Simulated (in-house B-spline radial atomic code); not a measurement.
Ionising Fe⁶⁺ with different functionals

Computed with a radial B-spline atomic code at the basis-set limit: non-relativistic Hamiltonian, point nucleus, spin-polarised at highest spin, spherical fractional occupations for the functionals, and exact exchange of hybrids averaged over the configuration. The ionisation energy is the difference of two self-consistent energies, [Ar] 3d2 → [Ar] 3d1, without Breit or QED terms; ε is the level of the shell that loses the electron (its least bound occupied spin orbital).

| method | rung | ΔSCF (eV) | -ε(3d) (eV) |
| --- | --- | --- | --- |
| PBE0 | global hybrid | 125.02 | 115.77 |
| B3LYP | global hybrid | ? | ? |
| TPSSh | global hybrid | 124.85 | 113.48 |
| M06-2X | global hybrid | 124.88 | 119.73 |
| BHandHLYP | global hybrid | 124.94 | 119.25 |
| r2SCAN0 | global hybrid | 124.90 | 115.79 |
| B97-1 | global hybrid | ? | ? |
| HSE06 | range-separated hybrid | 124.96 | 115.29 |
| wB97X | range-separated hybrid | 124.71 | 117.83 |
| CAM-B3LYP | range-separated hybrid | 125.12 | 117.20 |
| LC-wPBE | range-separated hybrid | 125.06 | 117.91 |

(1) What does B3LYP give?

(2) What does B97-1 give?

(3) Among the functionals, which spreads more, the ΔSCF values or the orbital energies?

(4) How do they compare with the NIST value?

Results:

(1) ΔSCF 125.16 eV, and -ε(3d) = 115.18 eV.

(2) ΔSCF 124.98 eV, and -ε(3d) = 115.14 eV.

(3) The orbital energies: ΔSCF values span about 0.45 eV and the orbital energies 6.25 eV; here energy differences depend much less on the functional than eigenvalues do.

(4) NIST lists 124.967 eV ± 0.0025 (measured, ground level to ground level). Errors run from -0.26 to +0.19 eV; HSE06 is closest (-0.01 eV), though others lie within the uncertainty of it, and part of that can be cancellation, since the calculations leave out relativity, Breit-QED terms, multiplet and fine-structure energies.
